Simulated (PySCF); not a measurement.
Z-matrix (Å, degrees):
```
C
O 1 1.3225
H 2 0.9709 1 107.56
H 1 1.0897 2 110.00 3 -180.00
S 1 1.6136 4 123.72 2 -180.00
```
Charge 0, spin multiplicity 1.

### Question
Estimate the LUMO, HOMO and dipole moment that PBE0-D3(BJ)/def2-TZVP run with PySCF returns for this input.

### Answer

| Item | Value |
|---|---|
| LUMO | -1.70 eV |
| HOMO | -7.03 eV |
| dipole moment | 1.53 D |
